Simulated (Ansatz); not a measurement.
System: AlH, charge 0, multiplicity 1. SMILES: [AlH]
Geometry from a B3LYP-D3(BJ)/def2-TZVP (Ansatz, a program for electronic structure) optimisation:
```
Al
H 1 1.6619
```
Charge 0, spin multiplicity 1.

Property: vertical ionisation energy to the doublet, in eV. Terms: six Cartesian d functions in 6-31G* and its kin unless marked 5d; no spin-orbit coupling; open shells spin-unrestricted; 6-311+G** with 5d, 6d on Na to Ar in Ansatz; each state is the SCF solution reached for its charge and spin; non-relativistic. Ab initio and DFT rows: single points at B3LYP-D3(BJ) geometries (Ansatz).

```csv
level,program,vertical ionisation energy to the doublet (eV)
B3LYP/STO-3G,Ansatz,4.68
B3LYP/3-21G,Ansatz,8.15
B3LYP/6-31G*,Ansatz,8.22
B3LYP/6-311+G**,Ansatz,8.23
B3LYP/def2-TZVPD,Ansatz,8.25
```

No value to compare with is used here. The 4 habitual levels span 4.68 (B3LYP/STO-3G) to 8.23 eV (B3LYP/6-311+G**); B3LYP/def2-TZVPD gives 8.25.

The sets are all those run for this method; runs whose electronic state is in doubt are left out.
